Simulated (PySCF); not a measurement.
**Correlation energy of Er²⁺ (erbium, charge +2)**

[Xe] 4f12, one real determinant. Calculation: PySCF 2.14, in cc-pVDZ-X2C (8s7p5d3f1g, 84 functions); the spin-free X2C one-electron Hamiltonian (Gaussian nucleus). Frozen: [Ar] 3d10; 38 electrons correlated.

MP2 pair energies summed by pair of shells (mhartree):

| pair | energy | share (%) |
| --- | --- | --- |
| 4f-4f | -443.08 | 36.0 |
| 4f-5p | -209.51 | 17.0 |
| 4d-4f | -193.61 | 15.7 |
| 5p-5p | -115.29 | 9.4 |
| 4d-4d | -47.30 | 3.8 |
| 4f-5s | -46.62 | 3.8 |
| 4p-4f | -39.40 | 3.2 |
| 4d-5p | -36.98 | 3.0 |
| 5s-5p | -28.42 | 2.3 |
| 4p-4d | -22.02 | 1.8 |
| 4d-5s | -14.75 | 1.2 |
| 4s-4f | -8.38 | 0.7 |
| 5s-5s | -5.77 | 0.5 |
| 4p-4p | -5.33 | 0.4 |
| 4s-4d | -4.72 | 0.4 |
| 4p-5p | -4.29 | 0.3 |
| 4s-4p | -2.36 | 0.2 |
| 4p-5s | -2.06 | 0.2 |
| 4s-4s | -0.47 | 0.0 |
| 4s-5p | -0.37 | 0.0 |
| 4s-5s | -0.20 | 0.0 |

Total MP2 correlation energy: -1230.9 mhartree.

Same-spin part -478.65 and opposite-spin part -752.26 mhartree; SCS-MP2 scales them by 1/3 and 6/5 to -1062.3 mhartree.

The reference is one real determinant that mixes LS terms of this configuration.

This basis was not built for core-valence correlation, so the inner-shell part is incomplete.
